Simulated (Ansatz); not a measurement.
Reaction (ligand exchange at the Sb–Se bond): `[F][SbH][SeH]` + H–F → `[F][SbH][F]` + H₂Se

Computed with Ansatz on PBE0-D4/def2-TZVP structures; ΔE is electronic, products minus reactants. CBS: MP2 limit from def2 TZ/QZ plus the TZ coupled-cluster correction, frozen cores. This one scheme is used for every species. def2 core potentials past Kr. For Sb, Se outer-core shells are correlated without core-valence functions, which leaves a few kJ/mol of doubt a bond. Scalar relativity is left out up to krypton. One conformer a species, not always the lowest.

`[F][SbH][SeH]`:

Z-matrix (Å, degrees):
```
Sb
F 1 1.922
Se 1 2.540 2 99.4
H 1 1.715 2 92.2 3 93.3
H 3 1.468 1 94.4 2 69.2
```

H–F:

Cartesian coordinates in Å:
```
F -0.359 0.063 0.281
H 0.359 -0.063 -0.281
```

`[F][SbH][F]`:

Z-matrix (Å, degrees):
```
Sb
F 1 1.902
F 1 1.902 2 95.6
H 1 1.724 2 92.9 3 93.2
```

H₂Se:

```xyz
3

Se    0.157   -0.501   -0.439
H     0.374   -0.288    0.996
H    -0.531    0.789   -0.558
```

```json
{"species": "`[F][SbH][SeH]`", "SCS-MP2/def2-QZVPP energy (Eh)": "-2741.17141"}
{"species": "H–F", "SCS-MP2/def2-QZVPP energy (Eh)": "-100.36288"}
{"species": "`[F][SbH][F]`", "SCS-MP2/def2-QZVPP energy (Eh)": "-439.93501"}
{"species": "H₂Se", "SCS-MP2/def2-QZVPP energy (Eh)": "-2401.59263"}
```

Work out ΔE.

ΔE = (-439.93501) + (-2401.59263) − (-2741.17141) − (-100.36288) = 0.00665 Eh = +17.5 kJ/mol. CCSD(T)/CBS gives +23.8 kJ/mol.

Largest T1 diagnostic among the species: 0.015.

From r2SCAN to r2SCAN0 (25 % exact exchange), in def2-TZVPP and without D4, ΔE moves by +7.2 kJ/mol. The D4 term adds +7.3 kJ/mol with B3LYP and +3.8 kJ/mol with PBE0; it sums over pairs of atoms, weighted by their polarisabilities, and B3LYP, whose exchange is more repulsive, gets the larger term. Leaving LDA and LC-ωPBE aside and taking each functional with its dispersion term where it has one, the values, not all of them listed here, spread over 30.4 kJ/mol, from B97M-V to HSE06-D4. LDA lies +6.4 kJ/mol from PBE without D4.

B3LYP here is the variant with VWN-RPA as its local correlation; programs differ in this.
